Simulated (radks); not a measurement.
Q: These are the eigenvalues of the occupied orbitals of an atom or ion with whole-number occupations (eV). Calculated with a radial shooting solver on a logarithmic mesh with Libxc functionals: non-relativistic Kohn-Sham, TPSS, spin-polarised, spherical densities, point nucleus; meta-GGA in the generalised Kohn-Sham scheme.

| orbital | eigenvalue |
|---|---|
| 1s up | -60356.18 |
| 1s down | -60342.51 |
| 2s up | -13713.48 |
| 2s down | -13692.24 |
| 2p up | -13410.55 |
| 2p down | -13384.76 |

Which element is it, and in what charge state? The configuration may be excited. Open shells, if any, are filled with parallel spins first.

A: Z = 69, thulium, charge +60: Tm60+ in [He] 2s2 2p5. The list shows which subshells hold electrons but not how many an open one holds; the 1s level, -2218 hartree, gives Z - s = 66.6 by -(Z - s)^2/2, which with screening narrows Z to a few neighbours, and the depths of the outer levels then fix element, charge and occupations together.
